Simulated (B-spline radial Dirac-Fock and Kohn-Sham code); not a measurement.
**X-ray form factors of cesium in several charge states**

The computed values come from a radial atomic solver: configuration-average Dirac-Fock orbitals.

Configurations: Cs¹⁶⁺ [Kr] 4d3; Cs¹⁷⁺ [Kr] 4d2; Cs¹⁸⁺ [Kr] 4d1. The first column is f₀ of Cs¹⁶⁺, the others are differences from it.

```
s (Å⁻¹)   Cs¹⁶⁺  Δ Cs¹⁷⁺  Δ Cs¹⁸⁺
      0  39.000   -1.000   -2.000
    0.1  38.439   -0.949   -1.900
    0.2  36.847   -0.808   -1.624
    0.3  34.473   -0.611   -1.239
    0.4  31.650   -0.402   -0.826
    0.5  28.710   -0.218   -0.458
    0.7  23.430   +0.005   -0.003
    0.9  19.536   +0.050   +0.099
    1.1  16.771   +0.018   +0.040
    1.4  13.612   -0.026   -0.051
```
